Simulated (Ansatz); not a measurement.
Computed with Ansatz on PBE0-D4/def2-TZVP structures; ΔE is electronic, products minus reactants. CCSD(T)/CBS is the MP2 limit (def2-TZVPP, def2-QZVPP) plus CCSD(T) − MP2 in def2-TZVPP, frozen cores. For Ge outer-core shells are correlated without core-valence functions, which leaves a few kJ/mol of doubt a bond. Scalar relativity is left out up to krypton. Each species was taken in one conformer, which may not be the lowest.

Reaction (ligand exchange at a B–S bond): `BS[SiH](C)Cl` + `[CH3][GeH]([NH2])[F]` → `B[NH][GeH]([CH3])[F]` + `C[SiH](S)Cl`

```tsv
species	CCSD(T)/CBS(def2) energy (Eh)
`BS[SiH](C)Cl`	-1213.19788
`[CH3][GeH]([NH2])[F]`	-2272.33936
`B[NH][GeH]([CH3])[F]`	-2297.76421
`C[SiH](S)Cl`	-1187.79090
```

Q: Work out ΔE.

A: ΔE = (-2297.76421) + (-1187.79090) − (-1213.19788) − (-2272.33936) = -0.01787 Eh = -46.9 kJ/mol.

Largest T1 diagnostic among the species: 0.012.

In def2-TZVPP, CCSD(T) changes the Hartree–Fock value by +7.7 kJ/mol (the triples alone add +2.2 kJ/mol) and MP2 by +10.6 kJ/mol. Leaving LDA and LC-ωPBE aside and taking each functional with its dispersion term where it has one, the values, not all of them listed here, spread over 14.1 kJ/mol, from CAM-B3LYP-D4 to revPBE-D4. LDA lies −4.0 kJ/mol from PBE without D4.
